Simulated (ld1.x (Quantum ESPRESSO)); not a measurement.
## What the settings do to the RRKJ potential of magnesium (Mg)

Base potential:

ld1.x (Quantum ESPRESSO) 7.5 input, shortened:

```
&input
   title='Mg', zed=12., rel=1, dft='PBESOL', iswitch=3,
   config='[Ne] 3s0.5 3p0 3d-2'
 /
 &inputp
   pseudotype=2, tm=.false., rho0=0.02, lloc=0,
   nlcc=.true.
 /
3
3P  2  1   0.00   0.00  2.70  2.70  0.0
3D  3  2  -2.00   0.10  2.40  2.40  0.0
3S  1  0   0.50   0.00  2.50  2.50  0.0
 &test
   configts(1)='3s0.5 3p0'
 /
```

All-electron outer shells of the reference configuration (PBEsol, scalar-relativistic, ld1.x):

| shell | level (eV) | outermost node (bohr) | outermost maximum (bohr) |
| --- | --- | --- | --- |
| 3s | -14.82 | 0.89 | 2.26 |
| 3p | -10.10 | 0.93 | 2.76 |

Cutoffs, loose and tight: the cutoffs (Ry, on a coarse ladder) from which the occupation-weighted sum of valence levels, in a spherical-Bessel basis at the reference potential, stays within 10 and 1 mRy of its value at 400 Ry. They do not see the model core or the augmentation charge, which bear on the density cutoff. Test errors are all-electron minus pseudo excitation energies from the reference, over the configurations 3s2 3p0; 3s1 3p0; 3s1.5 3p0; 3s0 3p1; 3s1 3p1; 3s0 3p2. A dash means not determined; rows that change the core or the reference have their own tests.

```csv
change,outcome,"cutoff, loose","cutoff, tight",bound ghosts,largest test error (meV)
base,generated,6 Ry,8 Ry,none,+31
wave 3s (bound): rc 2.50 bohr becomes 3s (bound): rc 1.70 bohr,generated,6 Ry,25 Ry,none,+32
wave 3s (bound): rc 2.50 bohr becomes 3s (bound): rc 1.90 bohr,generated,6 Ry,18 Ry,none,+30
wave 3s (bound): rc 2.50 bohr becomes 3s (bound): rc 2.26 bohr,failed: compute_chi: n is too large,–,–,–,–
wave 3s (bound): rc 2.50 bohr becomes 3s (bound): rc 2.48 bohr,generated,6 Ry,8 Ry,none,+31
wave 3s (bound): rc 2.50 bohr becomes 3s (bound): rc 2.76 bohr,generated,6 Ry,8 Ry,none,+28
wave 3s (bound): rc 2.50 bohr becomes 3s (bound): rc 3.12 bohr,generated,6 Ry,6 Ry,none,+30
wave 3s (bound): rc 2.50 bohr becomes 3s (bound): rc 3.46 bohr,generated,6 Ry,6 Ry,none,+34
```

**Question.** What comes out with this change to the base: wave 3s (bound): rc 2.50 bohr becomes 3s (bound): rc 3.68 bohr?

**Answer.** outcome: generated; cutoff, loose: 6 Ry; cutoff, tight: 6 Ry; bound ghosts: none; largest test error (meV): +41.

Reading the sweep of the s radius (base included, trends over the rows without a ghost): The loose cutoff stays near 6 Ry. The median size of the test errors (rows with all tests solved) is not monotonic: lowest 4.6 meV at 3.46 bohr, highest 16.1 meV at 1.7 bohr. The generation fails at 2.26 bohr.
